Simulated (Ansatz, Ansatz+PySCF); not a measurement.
```xyz
2

B    -0.0263    0.0304   -0.7572
B     0.0341   -0.0266    0.7617
```

Basis set: def2-SVP (spherical functions). Correlated methods keep 2 orbitals frozen. Charge 0, multiplicity 3.

Computed with Ansatz (development build ahead of 0.2.0); each method stands on the lowest determinant of its kind that the runs found. Restricted functionals stand beside restricted open-shell atoms, which can lie above the unrestricted atoms usual in DFT and then raise those values.

Problem. Give the atomization energy at this shape (free ground-state atoms in the same class of orbitals less the molecule, no zero-point energy) of triplet B2 by ωB97X (unrestricted), r²SCAN (unrestricted), ωB97X (restricted open-shell), r²SCAN (restricted open-shell), PBE0 (unrestricted), PBE (unrestricted), PBE (restricted open-shell), PBE0 (restricted open-shell), UHF-CCSDT(Q), full CI (lowest root of this spin), UHF-CCSD(T), UHF-CCSD, UHF-MP2, UHF.

Solution.

```json
{"method": "ωB97X (unrestricted)", "atomization energy": "64.78 kcal/mol"}
{"method": "r²SCAN (unrestricted)", "atomization energy": "82.14 kcal/mol"}
{"method": "ωB97X (restricted open-shell)", "atomization energy": "49.49 kcal/mol"}
{"method": "r²SCAN (restricted open-shell)", "atomization energy": "69.68 kcal/mol"}
{"method": "PBE0 (unrestricted)", "atomization energy": "75.79 kcal/mol"}
{"method": "PBE (unrestricted)", "atomization energy": "79.86 kcal/mol"}
{"method": "PBE (restricted open-shell)", "atomization energy": "75.30 kcal/mol"}
{"method": "PBE0 (restricted open-shell)", "atomization energy": "64.47 kcal/mol"}
{"method": "UHF-CCSDT(Q)", "atomization energy": "63.52 kcal/mol"}
{"method": "full CI (lowest root of this spin)", "atomization energy": "62.74 kcal/mol"}
{"method": "UHF-CCSD(T)", "atomization energy": "59.50 kcal/mol"}
{"method": "UHF-CCSD", "atomization energy": "56.03 kcal/mol"}
{"method": "UHF-MP2", "atomization energy": "62.55 kcal/mol"}
{"method": "UHF", "atomization energy": "59.22 kcal/mol"}
```

Caution for ωB97X (unrestricted), UHF-CCSDT(Q), UHF-CCSD(T), UHF-CCSD, UHF-MP2, UHF: the determinant breaks the point group. Caution for ωB97X (unrestricted), r²SCAN (unrestricted), PBE0 (unrestricted), PBE (unrestricted): the unrestricted determinant is spin contaminated. Caution for ωB97X (restricted open-shell), r²SCAN (restricted open-shell): an unrestricted determinant lies well below. Caution for UHF-CCSDT(Q), UHF-CCSD(T), UHF-CCSD, UHF-MP2, UHF: the unrestricted determinant is a mixture of spin states. Caution for UHF-CCSD(T): another reference gives a lower total.
